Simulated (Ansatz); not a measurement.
Ansatz (an electronic-structure program) input (CCSD(T)/def2-SVPD):

Ansatz 0.2 input:
```yaml
crystal:
  periodic: [false, false, false]
  atoms:
    - {symbol: Zr, position_ang: [-0.00000000, -0.00000000, -0.34298148]}
    - {symbol: F, position_ang: [0.00000000, 0.00000000, 1.52436215]}
basis:
  gaussian:
    orbitals: def2-SVPD
magnetization: {spin_polarized: true, initial_magnetization: 1}
correlation: {method: ccsd_t, electrons: outside_noble_gas}
output: {forces: true}
```

End of the output:

```
reference -3969.77013110 eV, -145.8863615111 hartree; 6, 5 occupied and 46, 47 virtual orbitals, 540 factors
densities: 0.21 GiB planned
second order -6.82923306 eV of doubles, -0.00000000 eV of singles
coupled cluster: 0.17 GiB planned
cycle   1  -7.26972703 eV  change    1.2e-6 eV  update   4.2e-6
cycle   2  -7.26973044 eV  change   -3.4e-6 eV  update   3.2e-6
cycle   3  -7.26973255 eV  change   -2.1e-6 eV  update   2.5e-6
cycle   4  -7.26973285 eV  change   -3.0e-7 eV  update   1.0e-6
coupled cluster: 0.17 GiB planned
perturbative correction -0.24016355 eV, -0.0088258478 hartree
the calculation of the forces begins
Total energy: -3977.28002750 eV, -146.1623451135 hartree
Atom 0 at    -0.000000    -0.000000    -0.342981 Å, force     0.000000    -0.000000    -1.018971 eV/Å
Atom 1 at     0.000000     0.000000     1.524362 Å, force    -0.000000     0.000000     1.018971 eV/Å
Dipole moment:     0.000000     0.000000    -0.246805 e Å
```

The spin state was set by rule; other spins were not relaxed.

The determinant is spin-contaminated: <S^2> is 1.22 against 0.75 for a pure state.
